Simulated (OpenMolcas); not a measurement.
# 4d6 along the 42-electron sequence

```yaml
Program: OpenMolcas 26.06
Method: CASSCF
Basis: ANO-RCC-VTZP
Scalar_Hamiltonian: DKH2, point nucleus
Spin-orbit_coupling: state interaction with AMFI integrals over the reference wave functions, term energies averaged over their components
```

Active space for each ion: 6 electrons in 5 orbitals (4d).

Computed levels in cm-1 above 5D4:

```
                               Level   Ru2+   Pd4+   Ag5+
                                 5D3   1143   2040   2533
                                 5D2   1856   3187   3891
                                 5D1   2311   3955   4830
                                 5D0   2531   4318   5268
                                 3H6  17825  22044  24343
                                 3H5  18231  22579  24922
                              3P2(1)  19030  23169  25452
                              3F4(1)  20290  25468  28370
                              3F3(1)  20744  25743  28464
weight of 5D in the lowest level (%)     99     98     98
```

Mixed levels, with the weight of the term that names them: Ru2+ 3F4(1) (71 %), Pd4+ 3F4(1) (57 %), Ag5+ 3F4(1) (53 %).

Measured, with the error of the calculation in %. Measured levels: Ru2+ from Moore, Atomic Energy Levels, vol. III, NSRDS-NBS 35 (1971 reprint of NBS Circular 467, 1958); Ag5+ from the list in Gamrath, thesis, University of Mons (2023).

```
 Level         Ru2+           Ag5+
   5D3  1159 (-1.3)    2692 (-5.9)
   5D2  1826 (+1.6)    3953 (-1.6)
   5D1  2266 (+2.0)    4941 (-2.2)
   5D0  2476 (+2.2)    5380 (-2.1)
   3H6               21512 (+13.2)
   3H5               21812 (+14.3)
3P2(1)               21042 (+21.0)
3F3(1)               24441 (+16.5)
```

The fine-structure level 5D0 changes by a factor of 2.08 from Ru2+ to Ag5+. Its fourth root runs 7.09, 8.11, 8.52, with steps per unit of Z of 0.51, 0.41; equal steps would mean a (Z - σ)^4 law with constant σ.

3H6 changes by a factor of 1.37 over the same range, with steps per unit of Z of +2110, +2300 cm-1.

Without dynamic correlation excited terms often stand tens of per cent too high (terms of higher spin than the ground term too low), and those without a measured partner can miss by more than the paired ones. Levels of configurations with an s electron are missing; early in the row they begin among the upper levels of the d shell and mix with terms of their name (holds for Ru2+). Computed and measured levels are paired by configuration, term and J; levels that our copy of the source lacks, or whose pairing is in doubt (as where it misses far off the trend of its configuration), stay unpaired and out of the deviations. Only configurations of the active space appear.

A number in round brackets counts repeated terms of one configuration in the order of the reference energies.
